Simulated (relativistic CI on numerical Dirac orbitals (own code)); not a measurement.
## Co⁺ in a cubic cluster: L2,3 absorption with charge transfer

Computed with a charge-transfer multiplet model of a cubic metal-ligand cluster with up to 2 ligand holes, Slater and spin-orbit integrals from Dirac-Coulomb-Breit ions, Slater integrals scaled by 0.8. The ground state mixes d8 with configurations of k ligand holes L, whose averages lie at kΔ + k(k − 1)U_dd/2; a core hole lowers each added d electron by U_cd. 300 K, Lorentzian 0.4 eV and Gaussian 0.3 eV FWHM.

Atomic integrals in eV (Slater integrals scaled, ζ unscaled), ground: F2dd 8.285, F4dd 5.103, zeta_d 0.056; with the core hole: F2dd 8.285, F4dd 5.103, zeta_d 0.075, zeta_core 9.677, F2cd 5.321, G1cd 3.943, G3cd 2.240.

Cluster parameters (eV): Δ = 8.4, U_dd = 7.7, U_cd = 9, 10Dq(ligand) = 0, V(eg) = 1.6, V(t2g) = -0.86, final-state hopping factor = 0.8.

| Case | n_d | d8 | d9L | d10L2 | S |
| --- | --- | --- | --- | --- | --- |
| 10Dq = 0.5 eV | 8.05 | 0.95 | 0.05 | 0.00 | 1.00 |
| 10Dq = 1.1 eV | 8.05 | 0.95 | 0.05 | 0.00 | 1.00 |
| 10Dq = 1.4 eV | 8.04 | 0.96 | 0.04 | 0.00 | 1.00 |
| 10Dq = 1.7 eV | 8.04 | 0.96 | 0.04 | 0.00 | 1.00 |
| 10Dq = 2 eV | 8.04 | 0.96 | 0.04 | 0.00 | 1.00 |

Weights, n_d and S are thermal averages at 300 K. Photon energies count from the first peak over 30 % of the highest in each spectrum, which can be another peak from case to case. The parameters are a model scan and need not match a compound or its usual spin state. Peaks in eV (height, largest 100):
- 10Dq = 0.5 eV: 0.0 (100), 1.9 (25), 14.6 (22), 15.7 (34)
- 10Dq = 1.1 eV: 0.0 (100), 1.7 (26), 14.6 (26), 15.6 (27)
- 10Dq = 1.4 eV: 0.0 (100), 1.8 (24), 14.6 (26), 15.6 (26)
- 10Dq = 1.7 eV: 0.0 (100), 1.7 (21), 14.6 (27), 15.5 (26)
- 10Dq = 2 eV: 0.0 (100), 1.7 (20), 14.6 (27), 15.6 (25)

Curve for 10Dq = 1.7 eV (points under 2 left out, the grid thinned):

(E (eV), Intensity): (-1.7, 2.1), (-1.5, 2.7), (-1.3, 3.6), (-1.1, 5.1), (-1.0, 6.2), (-0.8, 10.0), (-0.6, 18.6), (-0.4, 40.9), (-0.2, 82.6), (0.0, 100.0), (0.1, 85.7), (0.3, 43.5), (0.5, 20.1), (0.7, 11.4), (0.9, 8.3), (1.1, 8.1), (1.2, 9.2), (1.4, 14.8), (1.6, 20.7), (1.8, 19.5), (2.0, 13.0), (2.2, 7.2), (2.3, 5.5), (2.5, 3.6), (2.7, 2.8), (2.9, 3.1), (3.1, 3.3), (3.3, 2.4), (13.8, 2.8), (13.9, 3.7), (14.1, 7.1), (14.3, 15.5), (14.5, 26.0), (14.7, 23.0), (14.9, 13.5), (15.0, 11.3), (15.2, 13.2), (15.4, 22.5), (15.6, 24.7), (15.8, 14.2), (16.0, 6.8), (16.1, 5.3), (16.3, 4.2), (16.5, 3.4), (16.7, 2.2)

For the case 10Dq = 1.1 eV, Δ = 8.4 eV is larger than U_dd = 7.7 eV, the Mott-Hubbard side of the Zaanen-Sawatzky-Allen scheme. With the core hole the configuration with one ligand hole lies at Δ + U_dd − U_cd = 7.1 eV above the one without, against Δ in the ground state. The added d electron screens the hole, so the order of the configurations is kept and charge-transfer satellites are weaker than in photoemission.
